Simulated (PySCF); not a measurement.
# Polarisability and C₆ of Be (beryllium, neutral)

[He] 2s1 2p1, high-spin 3P determinant (an excited configuration). Computed with PySCF 2.14 in def2-QZVPPD (7s4p2d1f, 36 functions), with the non-relativistic Hamiltonian (point nucleus). Coupled (time-dependent) response in atomic units; α is the mean over directions.

```
 method  mean α (bohr³)         α xx, yy, zz  C₆ (like pair)  S(−4)
    UHF           35.29  36.47, 32.91, 36.47           197.4  886.1
    PBE           37.84  37.35, 38.82, 37.35           216.3   1092
   PBE0           36.99  37.08, 36.80, 37.08           209.6   1023
r2SCAN0           36.76  37.33, 35.61, 37.33           210.4  987.4
```

S(−4) is the Cauchy moment in α(ω) = α(0) + S(−4) ω² + …

α(iu) at PBE0:

```
u (hartree)  α(iu) (bohr³)
          0          36.99
     0.0500          34.63
      0.100          29.29
      0.200          18.76
      0.300          12.07
      0.500          5.818
      0.750          2.969
       1.00          1.791
       1.50         0.8608
       2.00         0.5103
       3.00         0.2465
       5.00         0.1011
```

A single London oscillator, α(iu) = α/(1 + u²/ω²), gives C₆ = (3/4) ω α². Matching the computed C₆ needs ω = 4 × 209.6 / (3 × 36.99²) = 0.204 hartree.

The components differ because the open shell of this determinant is not spherical; for a pure term their mean is the scalar polarisability.
